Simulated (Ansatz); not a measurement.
```xyz
2

Cu    0.0000    0.0000    0.8620
O     0.0000    0.0000   -0.8620
```

Basis set: cc-pVTZ (spherical functions). Left uncorrelated: 6 orbitals. Correlation on ROHF uses semicanonical orbitals with singles. Charge 0, multiplicity 2.

Computed with Ansatz (development build ahead of 0.2.0); each method stands on the lowest determinant of its kind that the runs found.

(1) Give the atomization energy at this shape (free ground-state atoms in the same class of orbitals less the molecule, no zero-point energy) of doublet CuO by ROHF-CCSD(T), ROHF-CCSD.

## Answers

(1)

```
      method  atomization energy
ROHF-CCSD(T)        242.9 kJ/mol
   ROHF-CCSD        222.7 kJ/mol
```
